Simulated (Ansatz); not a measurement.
Basis sets compared for Al15As14H36⁻, a nanocrystal cut from zinc blende AlAs (hydrogen-capped). Charge -1, multiplicity 1. Geometry PBE-D4/def2-SVP. Ansatz on 11 threads of AMD EPYC 7R13 on a shared host and a whole NVIDIA H100 80GB HBM3; times are rough, and most runs start from earlier orbitals.

```xyz
65

As    2.006   -3.875    1.193
As   -1.978   -4.037   -0.511
As    4.361   -1.534   -0.734
As    3.266    1.322   -2.651
As   -3.207   -1.022   -2.770
As   -0.709    1.524   -3.897
As    0.546   -1.354   -1.577
As   -0.643   -1.479    2.332
As    1.941    1.201    1.161
As   -1.843    1.532   -0.141
As   -4.219   -1.496    0.963
As   -2.924    1.549    3.642
As    1.012    3.940   -1.403
As   -0.170    3.884    2.652
Al    2.379   -2.948   -1.122
Al   -1.335   -2.627   -2.500
Al    1.404   -2.544    3.269
Al   -2.410   -3.057    1.779
Al    1.279    0.079   -3.484
Al    5.204   -0.291   -2.766
Al    4.212    0.224    1.029
Al    3.145    2.594   -0.497
Al   -2.776    0.420   -4.813
Al   -3.875    0.306   -0.789
Al   -1.239    3.051   -2.024
Al   -0.016   -0.036    0.427
Al   -1.920   -0.698    4.323
Al    1.533    2.133    3.405
Al   -2.341    3.057    1.716
H     3.241   -4.744    1.440
H     1.016   -5.036    1.085
H    -3.156   -4.948   -0.859
H    -0.937   -5.143   -0.360
H     5.453   -2.496   -0.265
H     3.505    2.387   -3.723
H    -4.431   -1.877   -3.110
H    -0.260    2.476   -5.009
H    -5.422   -2.312    0.488
H    -4.887   -0.901    2.200
H    -4.431    1.336    3.483
H    -3.025    2.446    4.877
H     1.359    4.739   -2.666
H     0.695    5.179   -0.553
H     0.390    4.927    1.692
H    -0.604    4.858    3.751
H     2.515   -4.152   -2.171
H    -1.086   -3.560   -3.775
H     1.045   -3.592    4.433
H     2.588   -1.470    3.415
H    -2.919   -4.209    2.763
H     1.638   -0.798   -4.777
H     5.110   -1.190   -4.097
H     6.583    0.444   -2.375
H     4.713    1.542    0.107
H     5.079   -0.028    2.350
H     3.999    3.910   -0.174
H    -2.428   -0.554   -6.045
H    -3.957    1.506   -4.931
H    -5.244    1.127   -0.926
H    -2.366    4.158   -2.304
H    -1.085   -0.471    5.668
H    -3.242   -1.638    4.346
H     0.529    1.196    4.246
H     2.780    2.877    4.084
H    -3.446    4.193    1.482
```

Single mean-field runs in def2-SVP, def2-TZVP are fitted with def2-universal-jkfit.

```
                        level  functions  energy (Eh)  HOMO (eV)  LUMO (eV)  wall time
PBE-D4/def2-SVP (with forces)        898  -34949.6881      -3.44      -0.16      8.5 s
             PBE0-D4/def2-SVP        898  -34951.0455      -4.39       0.51       13 s
```

**Question.** Estimate the rows for PBE-D4/def2-TZVP, PBE0-D4/def2-TZVP.

**Answer.** 
```
            level  functions  energy (Eh)  HOMO (eV)  LUMO (eV)  wall time
 PBE-D4/def2-TZVP       1443  -34954.8309      -3.50      -0.27       11 s
PBE0-D4/def2-TZVP       1443  -34956.1530      -4.42       0.42       20 s
```
